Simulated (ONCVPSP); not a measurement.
**S (Z = 16), ONCV: configuration errors across variants**

```
Element                 : S
Generator               : ONCVPSP 4.0.1
Type                    : optimised norm-conserving Vanderbilt (ONCV)
Functional              : LDA (Perdew-Wang 92)
Relativity              : scalar-relativistic
Frozen core             : [Ne]
Valence charge          : 6
Reference configuration : 3s2 3p4
Partial waves           : 3s: rc 1.50 bohr, ncon 5, nbas 8, qcut 5.6 1/bohr, 2 projectors, debl 3.7 Ha; 3p: rc 1.35 bohr, ncon 3, nbas 8, qcut 5.1 1/bohr, 2 projectors, debl 0.8 Ha; d scattering state at 0.29 Ha: rc 1.25 bohr, ncon 4, nbas 7, qcut 6.8 1/bohr, 1 projector
Local potential         : polynomial inside 1.10 bohr (lpopt 5, dvloc0 1 Ha)
Core correction         : Teter function, fcfact 3, rcfact 1.8
```

All-electron excitation energies from the reference (eV): (1) 3s2 3p3 11.858; (2) 3s2 3p2 34.228; (3) 3s2 3p1 68.383; (4) 3s2 3p3.5 4.706.

1 further variants failed, have other tests or another functional or relativity, and are left out.

A true bound ghost makes a file unfit for plane-wave use even where its test errors are small: the radial tests pick states by their node count and pass the ghost by.

Errors AE − PS in meV (a dash: test not solved or not reliable):

```tsv
change	(1)	(2)	(3)	(4)	bound ghosts	GHOST(+) flags above zero
base	-3.0	-17	-55	-0.7	none	s
s: qcut 7.7	-3.2	-19	-62	-0.7	s	none
p: rc 1.54	-2.8	-18	-61	-0.5	none	s
d: ncon 3, nbas 6	-3.0	-17	-55	-0.7	none	s
p: nproj 1	-0.8	-7.8	-40	-0.2	none	s
all radii but the core radius scaled by about 0.90 (s 1.36, p 1.22, d 1.12 bohr); local potential polynomial inside 1.00 bohr (lpopt 5, dvloc0 1 Ha)	-4.6	-20	-59	-1.4	none	s
core correction Teter function, fcfact 4.25, rcfact 1.65	-1.6	-8.4	-27	-0.4	none	s
local potential polynomial inside 0.80 bohr (lpopt 4, dvloc0 6 Ha)	-3.0	-17	-55	-0.7	none	s
p: debl 1.5	-3.0	-17	-56	-0.7	none	s
local potential polynomial inside 1.10 bohr (lpopt 5, dvloc0 3.5 Ha)	-3.0	-17	-55	-0.7	none	s
```

Problem. Give the same row for: s: qcut 6.7.

Solution. -3.0, -17, -56, -0.7; bound ghosts: none; GHOST(+) flags above zero: s.
